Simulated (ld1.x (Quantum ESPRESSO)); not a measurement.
# u(r) = r·R(r): atom against pseudo-atom (magnesium)

Columns: radius, all-electron u(r) and pseudo u(r) of the 3p shell (level -1.34 eV) of magnesium in the configuration [He] 2s2 2p6 3s2 3p0; PBE, non-relativistic, PAW scheme, ld1.x (Quantum ESPRESSO) 7.5.

```
r (bohr)  all-electron   pseudo
   0.068        0.0258   0.0107
   0.135        0.0702   0.0405
   0.202        0.1103   0.0840
   0.270        0.1393   0.1346
   0.338        0.1555   0.1828
   0.405        0.1602   0.2201
   0.473        0.1555   0.2418
   0.540        0.1439   0.2443
   0.608        0.1267   0.2282
   0.675        0.1060   0.1969
   0.742        0.0828   0.1555
   0.810        0.0575   0.1088
   0.878        0.0312   0.0626
   0.945        0.0048   0.0210
   1.013       -0.0220  -0.0156
   1.080       -0.0482  -0.0465
   1.148       -0.0744  -0.0742
   1.215       -0.0995  -0.0995
   1.283       -0.1243  -0.1243
   1.350       -0.1480  -0.1480
   1.418       -0.1711  -0.1711
   1.485       -0.1930  -0.1930
   1.553       -0.2142  -0.2142
   1.620       -0.2343  -0.2343
   1.688       -0.2537  -0.2537
   1.755       -0.2720  -0.2720
```

Problem. How many radial nodes do the two functions have?

Solution. The all-electron 3p function has n − l − 1 = 1; the pseudo-wave has 1, since 1 lower shell of the same l stays in the valence.

Problem. At about which radius was the pseudo-wave matched?

Solution. 1.25 bohr. The columns agree to 0.0005 from 1.15 bohr on; several derivatives are matched, so the curves merge somewhat inside the radius.

Problem. Is the pseudo-wave norm-conserving?

Solution. No, it belongs to a PAW set: the norm inside the radius is not constrained, and the difference is carried by the augmentation charge.
